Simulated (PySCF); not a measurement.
Fractional electron number in Cr⁺ (chromium, charge +1)

The 3d alpha orbital of [Ar] 3d5 is emptied in steps (occupation f), with all orbitals relaxed, ending at [Ar] 3d4. Calculation: PySCF 2.14, in aug-cc-pVTZ-DK; the spin-free X2C one-electron Hamiltonian (Gaussian nucleus). The exact energy is a straight line in f; departures are measured from the line between the end points of the same method.

```
  f  PBE0 (eV)  r2SCAN (eV)  LC-wPBE (eV)
  1      0.000        0.000         0.000
0.8     -0.676       -0.952        -0.239
0.6     -1.028       -1.446        -0.373
0.4     -1.042       -1.462        -0.387
0.2     -0.703       -0.984        -0.267
  0      0.000        0.000         0.000
```

Task: For PBE0, how does the orbital energy at f = 1 compare with the removal energy?

Result: −ε = 12.651 eV against a total-energy difference of 16.807 eV. By Janak's theorem ε = ∂E/∂f, so the gap between them reflects the curvature. Along the path −ε is 14.221 (f = 0.8), 15.878 (f = 0.6), 17.608 (f = 0.4), 19.403 (f = 0.2) eV.

| method | E(f=0) − E(f=1) (eV) | −ε at f=1 (eV) | −ε at f=0.4 (eV) |
| --- | --- | --- | --- |
| PBE0 | 16.807 | 12.651 | 17.608 |
| r2SCAN | 16.868 | 11.000 | 18.012 |
| LC-wPBE | 16.856 | 15.425 | 17.109 |

Reference removal energy between the ground levels: 16.486 eV (measured; NIST Atomic Spectra Database, ionization energies). The calculation has no spin-orbit coupling. The determinant left behind need not be the lowest term of the ion.
